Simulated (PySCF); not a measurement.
# How methods differ on the ionisation energy of Os⁵⁸⁺

Os⁵⁸⁺ [Ar] (1S) → Os⁵⁹⁺ [Ne] 3s2 3p5 (2P), as a difference of total energies. Calculation: PySCF 2.14, in an even-tempered Gaussian basis (17 s from 16 bohr⁻², ratio 2.5; 12 p from 20 bohr⁻², ratio 2.5; 4 d from 84 bohr⁻², ratio 2.7; 4 f from 130 bohr⁻², ratio 2.7); scalar relativity by spin-free X2C-1e. Correlated levels: outer shells: 1s2 frozen; virtual orbitals above 40 to 60 times the deepest correlated orbital energy dropped. The calculations carry no spin-orbit coupling.

```
                method  ionisation energy (eV)
                   UHF                  6241.6
    MP2 (outer shells)                  6242.7
SCS-MP2 (outer shells)                  6242.5
   CCSD (outer shells)                  6242.6
CCSD(T) (outer shells)                  6242.6
```

A first-order spin-orbit estimate (lowest level to lowest level, LS coupling) adds -121.6 eV.

Breit and QED terms and the two-electron picture change are absent.

For comparison: 6115 ± 6 eV (theoretical estimate listed by NIST; NIST Atomic Spectra Database, ionization energies).
